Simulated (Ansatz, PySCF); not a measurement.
CH2NO, SMILES C(=O)[NH] (connectivity only; charge and spin as stated), charge -1, multiplicity 1. Atoms are numbered in the order given.

```xyz
5

N      0.0895     1.1966     0.0000
C     -0.3638    -0.0382     0.0000
O      0.2414    -1.1508     0.0000
H      1.1160     1.1387     0.0000
H     -1.4912    -0.0793     0.0000
```
Charge -1, spin multiplicity 1.

The structure is a stationary point at B3LYP-D3(BJ)/def2-SVPD. The spin state was assumed, not searched. The isomer is the one that the SMILES or the coordinates give; other isomers of the formula were not compared. One conformer was computed; it need not be the lowest.

Estimates of the vertical detachment energy (IE) of the anion in eV. Rows of orbital energies are one-electron estimates, which approximate functionals can put far too low.

```tsv
level	IE
−ε(HOMO), −ε(LUMO), r2SCAN/def2-TZVPD (PySCF)	-0.35
−ε(HOMO), −ε(LUMO), PBE/def2-TZVPD (PySCF)	(withheld)
ΔSCF, CAM-B3LYP/def2-TZVPD (Ansatz), final states of multiplicity 2	3.03
ΔSCF, PBE/def2-TZVPD (Ansatz), final states of multiplicity 2	3.02
```

### Question
Complete the blanks. (An estimate is asked for; the answer gives what the named calculation found.)

### Answer

- −ε(HOMO), −ε(LUMO), PBE/def2-TZVPD (PySCF), IE: -0.58

### Question
What vertical singlet–triplet gap does ΔSCF give with CAM-B3LYP/def2-TZVPD (Ansatz, an electronic-structure program) and with PBE/def2-TZVPD (Ansatz)? (Estimate from the structure and the level; the computed values follow.)

### Answer
4.54 and 4.30 eV (triplet above singlet where positive).
